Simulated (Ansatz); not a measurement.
One change: `[CH3][Nb](=[NH])([NH2])[NH2]` becomes `[CH3][Nb](=[NH])([NH2])[F]`.

Ansatz, PBE0-D4/def2-TZVP geometries, multiplicity 1. Each molecule was computed in one conformer, which needn't be the lowest.

Elements past krypton have def2 core potentials.

```tsv
property	`[CH3][Nb](=[NH])([NH2])[NH2]`
HOMO energy (B3LYP/def2-TZVPP) / eV	-6.78
size of the dipole moment (ωB97M-V/def2-TZVPP) / D	2.05
LUMO energy (B3LYP/def2-TZVPP) / eV	-0.71
HOMO–LUMO gap (ωB97M-V/def2-TZVPP) / eV	10.27
ideal-gas entropy at 298 K and 1 bar (rigid rotor, harmonic PBE0-D4/def2-TZVP) / J/(mol·K)	383
LUMO energy (PBE/def2-TZVPP) / eV	-1.36
```

What does the change do to each property? (An estimate is asked.)

The calculation gave: 
```csv
property,`[CH3][Nb](=[NH])([NH2])[F]`,shift
HOMO energy (B3LYP/def2-TZVPP) / eV,-7.39,-0.61
size of the dipole moment (ωB97M-V/def2-TZVPP) / D,2.01,-0.04
LUMO energy (B3LYP/def2-TZVPP) / eV,-1.34,-0.63
HOMO–LUMO gap (ωB97M-V/def2-TZVPP) / eV,10.82,0.55
"ideal-gas entropy at 298 K and 1 bar (rigid rotor, harmonic PBE0-D4/def2-TZVP) / J/(mol·K)",368,-15
LUMO energy (PBE/def2-TZVPP) / eV,-1.97,-0.61
```

The zero-point energy changes by -58.6 kJ/mol with -6 modes. Dipoles are sizes alone; their direction can turn.

Positive LUMOs are unbound, so they and the gaps depend on the basis.

B3LYP here is the variant with VWN-RPA as its local correlation; programs differ in this.
